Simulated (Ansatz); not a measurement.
Calculated with Ansatz (gas phase, PBE0-D4/def2-TZVP geometries, no zero-point term in ΔE). CCSD(T)/CBS adds triple-zeta CCSD(T) − MP2 to the extrapolated MP2 energy (def2 sets, frozen cores). DFT in def2-TZVPP. Open shells (•) are unrestricted, without spin–orbit coupling. For Ge, Se outer-core shells are correlated without core-valence functions, which leaves a few kJ/mol of doubt a bond. Scalar relativity is left out up to krypton.

`[GeH3][Se][GeH3]` → `[GeH3]`• + `[GeH3][Se]`•  (homolysis of the Ge–Se bond)

| level | ΔE (kJ/mol) | difference from CCSD(T)/CBS |
| --- | --- | --- |
| BLYP-D4 | 294.2 | -32.7 |
| r2SCAN-D4 | 302.6 | -24.3 |
| PBE0-D4 | 310.2 | -16.7 |
| r2SCANh-D4 | 301.5 | -25.4 |
| BHLYP-D4 | 297.5 | -29.4 |
| PBE0 | 301.4 | -25.5 |
| CAM-B3LYP | 288.0 | -38.9 |
| LC-ωPBE | 294.2 | -32.7 |
| MP2/def2-TZVPP | 329.4 | 2.5 |
| SCS-MP2/def2-QZVPP | 326.6 | -0.3 |
| CCSD(T)/CBS | 326.9 | 0 |

Largest T1 diagnostic among the species: 0.012.

The D4 term adds +16.3 kJ/mol with B3LYP and +8.8 kJ/mol with PBE0; it sums over pairs of atoms, weighted by their polarisabilities, and B3LYP, whose exchange is more repulsive, gets the larger term. At CCSD(T), def2-SVP lies −38.0 kJ/mol from the extrapolated value and def2-TZVPP −15.5 kJ/mol: correlation converges slowly with the basis, and small sets miss more of it in the bonded molecule than in its fragments.

B3LYP here is the variant with VWN-RPA as its local correlation; programs differ in this.
